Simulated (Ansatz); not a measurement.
C6H10, SMILES C(CCCC)#C.

The structure is a stationary point at PBE-D3(BJ)/def2-SVP. The values are those of a single conformer.

Two levels are set side by side: PBE/def2-SVPD (Ansatz, a quantum-chemistry and plane-wave program) and CAM-B3LYP/def2-SVPD (Ansatz). Energy differences of separate SCF runs at the same geometry; the states with an electron removed or added have multiplicity 2 and 2. Differences are taken from unrounded values.

```
quantity                           CAM-B3LYP
---------------------------------  ---------
vertical ionisation energy (eV)         9.99
vertical singlet–triplet gap (eV)       5.48
```

Question: What does PBE give, and how far is it from CAM-B3LYP? (The exact figures need the calculation; the answer reports its results.)

Answer: 
```csv
quantity,PBE,PBE minus CAM-B3LYP
vertical ionisation energy (eV),9.54,-0.45
vertical singlet–triplet gap (eV),5.44,-0.04
```
